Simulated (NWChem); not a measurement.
Total energies of H₃Si₂

```
Si
H 1 1.4976
H 1 1.4999 2 107.61
Si 1 2.2813 2 123.35 3 165.33
H 4 1.5322 1 89.10 2 172.80
```
Charge 0, spin multiplicity 2.

All runs are NWChem calculations. Structure: optimised with UPBE0/def2-SVP, a minimum by its harmonic frequencies.

Basis set: cc-pVDZ (51 functions).

| method | total energy (Ha) | relative cost |
|---|---|---|
| UHF | -579.51910 | 1 |
| UMP2 | -579.68472 | under 3 |
| UB2PLYP | -580.42129 | under 3 |
| UPBE | -580.38012 | under 3 |
| UB3LYP | -580.72500 | under 3 |
| ULC-wPBE (omega 0.3 per bohr) | -580.42295 | 4 |

Total energies of different functionals aren't comparable as a measure of quality: only differences taken within one method are. Costs are rough ratios of processor time within this set of runs, SCF included, with UHF as 1.

The correlated methods keep 10 core orbitals frozen. B3LYP has NWChem's definition, with VWN1-RPA local correlation. GW and range-separated runs recompute their integrals, the others keep them in memory, which bears on the times. The structure started from a generated list of species. No SCF solution was tested for a lower state. Open-shell Hartree-Fock references start from PBE0 orbitals; any time given for them includes that run.
